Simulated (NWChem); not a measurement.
System: C$_{3}$H$_{7}$BO; SMILES B(CC=C)O

Input file for NWChem:

```
start job
memory heap 200 mb stack 900 mb global 1100 mb
geometry units angstroms noautoz
  B     -0.356914     1.263546    -0.352233
  C     -0.588278    -0.034068     0.531647
  C     -0.342041    -1.286458    -0.272822
  C      0.638018    -2.166489    -0.057037
  H     -1.641144    -0.019870     0.861780
  H      0.029610    -0.040048     1.442043
  H     -1.017188    -1.445947    -1.114328
  H      1.340941    -2.052735     0.766288
  H      0.771769    -3.037905    -0.692089
  H     -0.930632     1.419963    -1.392849
  O      0.483948     2.271179    -0.004157
  H      0.934338     2.104759     0.839089
end
basis spherical
  * library def2-tzvp
end
dft
  xc hfexch
  iterations 150
  semidirect filesize 400000000
  mulliken
end
task dft energy
```

Excerpt of the output:

```
             Northwest Computational Chemistry Package (NWChem) 7.3.0
             --------------------------------------------------------

 C1  symmetry detected

                             Geometry "geometry" -> ""
                             -------------------------

 Output coordinates in angstroms (scale by  1.889725989 to convert to a.u.)

  No.       Tag          Charge          X              Y              Z
 ---- ---------------- ---------- -------------- -------------- --------------
    1 B                    5.0000    -0.36548441     1.24871779    -0.34857143
    2 C                    6.0000    -0.54848118    -0.03563641     0.56549733
    3 C                    6.0000    -0.36380455    -1.30010517    -0.23656068
    4 C                    6.0000     0.62182188    -2.18514478    -0.07291836
    5 H                    1.0000    -1.57765182    -0.00879466     0.96274221
    6 H                    1.0000     0.12695745    -0.03497329     1.43407343
    7 H                    1.0000    -1.09311088    -1.46488207    -1.03050867
    8 H                    1.0000     1.37734074    -2.06655194     0.70169881
    9 H                    1.0000     0.70794667    -3.06562304    -0.70370102
   10 H                    1.0000    -1.00419261     1.39646191    -1.35192770
   11 O                    8.0000     0.50334619     2.25392928    -0.06890502
   12 H                    1.0000     1.00614603     2.09465805     0.74561053

 Effective nuclear repulsion energy (a.u.)     150.3213368589

  xc_inp: hfexch multiplicative factor not found.

                                 NWChem DFT Module
                                 -----------------

 Summary of "ao basis" -> "ao basis" (spherical)
 ------------------------------------------------------------------------------
       Tag                 Description            Shells   Functions and Types
 ---------------- ------------------------------  ------  ---------------------
 B                         def2-tzvp                11       31   5s3p2d1f
 C                         def2-tzvp                11       31   5s3p2d1f
 H                         def2-tzvp                 4        6   3s1p
 O                         def2-tzvp                11       31   5s3p2d1f

            General Information
            -------------------
          SCF calculation type: DFT
          Wavefunction type:  closed shell.
          No. of atoms     :    12
          No. of electrons :    38
           Alpha electrons :    19
            Beta electrons :    19
          Charge           :     0
          Spin multiplicity:     1
          Use of symmetry is: off; symmetry adaption is: off
          Maximum number of iterations: 150
          AO basis - number of functions:   197
                     number of shells:    83
          Convergence on energy requested:  1.00D-06
          Convergence on density requested:  1.00D-05
          Convergence on gradient requested:  5.00D-04

              XC Information
              --------------
                     Hartree-Fock (Exact) Exchange  1.000

      Superposition of Atomic Density Guess
      -------------------------------------

 Sum of atomic energies:        -215.83166910

      Non-variational initial energy
      ------------------------------

 Total energy =    -218.645624
 1-e energy   =    -587.598276
 2-e energy   =     218.631315
 HOMO         =      -0.301008
 LUMO         =      -0.004961

------------------------------------------------------------
EAF file 0: "./job.aoints.0" size=826277888 bytes
------------------------------------------------------------
               write      read    awrite     aread      wait
               -----      ----    ------     -----      ----
     calls:     1576         0         0         0         0
   data(b): 8.26e+08  0.00e+00  0.00e+00  0.00e+00
   time(s): 0.00e+00  0.00e+00  0.00e+00  0.00e+00  0.00e+00
rate(mb/s): 0.00e+00  0.00e+00
------------------------------------------------------------

     ---------------------------------------------
      Total Density - Mulliken Population Analysis
     ---------------------------------------------

    Atom       Charge   Shell Charges
 -----------   ------   -------------------------------------------------------
    1 B    5     4.56   0.92  1.06  0.55  0.50  0.07  0.75  0.50  0.07  0.06  0.06  0.02
    2 C    6     6.51   0.86  1.12  0.56  0.68  0.09  1.28  1.47  0.40  0.01  0.05  0.00
    3 C    6     6.06   0.86  1.12  0.57  0.60  0.08  1.17  1.25  0.32  0.02  0.07  0.01
    4 C    6     6.43   0.86  1.12  0.58  0.65  0.12  1.25  1.32  0.47  0.01  0.03  0.01
    5 H    1     0.81   0.23  0.43  0.13  0.02
    6 H    1     0.84   0.24  0.44  0.14  0.02
    7 H    1     0.85   0.24  0.45  0.13  0.02
    8 H    1     0.84   0.24  0.45  0.13  0.02
    9 H    1     0.84   0.24  0.45  0.12  0.02
   10 H    1     1.03   0.25  0.53  0.24  0.01
   11 O    8     8.70   0.79  1.18  0.60  0.93  0.23  2.00  2.15  0.79  0.00  0.01  0.00
   12 H    1     0.55   0.19  0.26  0.06  0.04

   convergence    iter        energy       DeltaE   RMS-Dens  Diis-err
 ---------------- ----- ----------------- --------- --------- ---------
 d= 0,ls=0.0,diis     1   -217.2560910768 -3.68D+02  2.58D-03  5.70D-01
 d= 0,ls=0.0,diis     2   -217.3250061005 -6.89D-02  8.80D-04  1.38D-01
 d= 0,ls=0.0,diis     3   -217.3376775775 -1.27D-02  4.05D-04  1.12D-02
 d= 0,ls=0.0,diis     4   -217.3393161201 -1.64D-03  9.54D-05  3.26D-04
 d= 0,ls=0.0,diis     5   -217.3393824710 -6.64D-05  3.53D-05  2.64D-05
  Resetting Diis
 d= 0,ls=0.0,diis     6   -217.3393889758 -6.50D-06  1.13D-05  2.64D-06
 d= 0,ls=0.0,diis     7   -217.3393896798 -7.04D-07  2.42D-06  2.16D-07

         Total DFT energy =     -217.339389679832
      One electron energy =     -592.156333796881
           Coulomb energy =      254.719261075145
    Exchange-Corr. energy =      -30.223653816971
 Nuclear repulsion energy =      150.321336858875

 Numeric. integr. density =        0.000000000000

                       DFT Final Molecular Orbital Analysis
                       ------------------------------------

 Vector   17  Occ=2.000000D+00  E=-4.908412D-01
              MO Center= -1.2D-01, -1.0D+00, -1.6D-02, r^2= 3.4D+00
   Bfn.  Coefficient  Atom+Function         Bfn.  Coefficient  Atom+Function
  ----- ------------  ---------------      ----- ------------  ---------------
   138      0.179775   7 H  s                70     -0.161526   3 C  pz
    39      0.156706   2 C  pz              132      0.138871   6 H  s
   144      0.136156   8 H  s                73     -0.134670   3 C  pz
    42      0.133148   2 C  pz              150     -0.132502   9 H  s
   101      0.121273   4 C  pz               69     -0.117190   3 C  py

 Vector   18  Occ=2.000000D+00  E=-4.629109D-01
              MO Center= -3.8D-01,  6.2D-01, -2.7D-01, r^2= 3.3D+00
   Bfn.  Coefficient  Atom+Function         Bfn.  Coefficient  Atom+Function
  ----- ------------  ---------------      ----- ------------  ---------------
    38      0.193333   2 C  py                8      0.189793   1 B  pz
   156     -0.186488  10 H  s                41      0.172895   2 C  py
    11      0.159114   1 B  pz              157     -0.136394  10 H  s
     7     -0.128752   1 B  py              155     -0.125930  10 H  s
   168     -0.116591  11 O  pz               39     -0.110584   2 C  pz

 Vector   19  Occ=2.000000D+00  E=-3.564899D-01
              MO Center=  8.2D-02, -1.5D+00, -8.3D-02, r^2= 2.4D+00
   Bfn.  Coefficient  Atom+Function         Bfn.  Coefficient  Atom+Function
  ----- ------------  ---------------      ----- ------------  ---------------
   101      0.171827   4 C  pz              104      0.167890   4 C  pz
    99     -0.152733   4 C  px              102     -0.150287   4 C  px
    70      0.147436   3 C  pz               73      0.145307   3 C  pz
    68     -0.132968   3 C  px               71     -0.133098   3 C  px
   100     -0.133397   4 C  py              103     -0.131950   4 C  py

 Vector   20  Occ=0.000000D+00  E= 1.197377D-01
              MO Center= -3.9D-01,  1.5D+00,  7.9D-01, r^2= 6.1D+00
   Bfn.  Coefficient  Atom+Function         Bfn.  Coefficient  Atom+Function
  ----- ------------  ---------------      ----- ------------  ---------------
    36      4.025441   2 C  s                 5     -1.819088   1 B  s
   133     -1.002210   6 H  s                14     -0.913901   1 B  pz
    67     -0.807793   3 C  s               165      0.776426  11 O  s
   127     -0.731022   5 H  s                76     -0.451240   3 C  pz
   194     -0.421906  12 H  s                98      0.396855   4 C  s

 Vector   21  Occ=0.000000D+00  E= 1.237886D-01
              MO Center=  3.5D-01,  5.5D-01,  9.9D-03, r^2= 6.4D+00
   Bfn.  Coefficient  Atom+Function         Bfn.  Coefficient  Atom+Function
  ----- ------------  ---------------      ----- ------------  ---------------
    36      3.862746   2 C  s                 5     -1.095454   1 B  s
   133     -0.977827   6 H  s                12     -0.806083   1 B  px
    67     -0.706866   3 C  s               127     -0.708291   5 H  s
   145     -0.601027   8 H  s                43      0.590760   2 C  px
     4     -0.581295   1 B  s               165      0.581153  11 O  s

 Vector   22  Occ=0.000000D+00  E= 1.420816D-01
              MO Center= -1.3D+00,  3.3D-01, -3.1D-01, r^2= 8.2D+00
   Bfn.  Coefficient  Atom+Function         Bfn.  Coefficient  Atom+Function
  ----- ------------  ---------------      ----- ------------  ---------------
    36     -2.414723   2 C  s                 5      2.306011   1 B  s
   157     -1.484255  10 H  s               127      1.430620   5 H  s
    43      1.377597   2 C  px               12     -1.362109   1 B  px
    67     -1.135247   3 C  s                98      0.931919   4 C  s
    14     -0.886015   1 B  pz              139      0.885211   7 H  s

------------------------------------------------------------
EAF file 0: "./job.aoints.0" size=1073741824 bytes
------------------------------------------------------------
               write      read    awrite     aread      wait
               -----      ----    ------     -----      ----
     calls:     2048         6         0     12282     12282
   data(b): 1.07e+09  3.15e+06  0.00e+00  6.44e+09
   time(s): 0.00e+00  0.00e+00  0.00e+00  0.00e+00  0.00e+00
rate(mb/s): 0.00e+00  0.00e+00
------------------------------------------------------------

     ---------------------------------------------
      Total Density - Mulliken Population Analysis
     ---------------------------------------------

    Atom       Charge   Shell Charges
 -----------   ------   -------------------------------------------------------
    1 B    5     4.72   0.91  1.07  0.48  0.42  0.04  0.90  0.64  0.06  0.08  0.11  0.02
    2 C    6     6.24   0.85  1.12  0.46  0.69  0.00  1.26  1.42  0.34  0.02  0.06  0.00
    3 C    6     6.13   0.86  1.12  0.50  0.59  0.10  1.21  1.32  0.31  0.02  0.09  0.01
    4 C    6     6.29   0.85  1.12  0.50  0.59  0.14  1.23  1.30  0.48  0.02  0.05  0.01
    5 H    1     0.89   0.26  0.49  0.11  0.02
    6 H    1     0.91   0.26  0.50  0.12  0.02
    7 H    1     0.88   0.27  0.50  0.09  0.02
    8 H    1     0.88   0.27  0.50  0.10  0.02
    9 H    1     0.87   0.27  0.50  0.09  0.02
   10 H    1     1.01   0.26  0.53  0.21  0.01
   11 O    8     8.52   0.79  1.18  0.56  0.93  0.28  1.86  2.06  0.82  0.00  0.02  0.00
   12 H    1     0.66   0.24  0.33  0.04  0.05

     -------------------------------------------
      Total Density - Lowdin Population Analysis
     -------------------------------------------

    Atom       Charge   Shell Charges
 -----------   ------   -------------------------------------------------------
    1 B    5     5.48   0.96  1.00  0.33  0.27  0.13  0.80  0.83  0.27  0.14  0.57  0.18
    2 C    6     6.21   0.91  1.04  0.33  0.32  0.16  1.10  1.41  0.59  0.02  0.28  0.03
    3 C    6     6.17   0.91  1.04  0.34  0.33  0.16  1.06  1.29  0.59  0.03  0.39  0.04
    4 C    6     6.22   0.91  1.04  0.36  0.36  0.18  1.07  1.36  0.65  0.03  0.23  0.03
    5 H    1     0.84   0.25  0.38  0.15  0.06
    6 H    1     0.86   0.25  0.39  0.16  0.06
    7 H    1     0.86   0.26  0.39  0.15  0.06
    8 H    1     0.89   0.26  0.40  0.17  0.06
    9 H    1     0.88   0.26  0.40  0.16  0.06
   10 H    1     0.95   0.25  0.45  0.23  0.03
   11 O    8     7.86   0.87  1.09  0.50  0.55  0.28  1.72  1.90  0.90  0.00  0.05  0.00
   12 H    1     0.79   0.24  0.30  0.10  0.15

     Multipole analysis of the density
     ---------------------------------

     L   x y z        total         alpha         beta         nuclear
     -   - - -        -----         -----         ----         -------
     0   0 0 0     -0.000000    -19.000000    -19.000000     38.000000

     1   1 0 0      0.064952      0.032476      0.032476      0.000000
     1   0 1 0     -0.255058     -0.127529     -0.127529      0.000000
     1   0 0 1      0.602687      0.301343      0.301343      0.000000

     2   2 0 0    -22.403430    -39.293178    -39.293178     56.182925
     2   1 1 0     -0.272940      1.834830      1.834830     -3.942599
     2   1 0 1      1.652150     -1.153351     -1.153351      3.958851
     2   0 2 0    -27.342791   -208.990802   -208.990802    390.638814
     2   0 1 1      3.411450     -0.247040     -0.247040      3.905529
     2   0 0 2    -23.278952    -30.117042    -30.117042     36.955131
```

Level: Hartree-Fock/def2-TZVP. Structure relaxed at the B3LYP/6-31G* (spherical d) level.
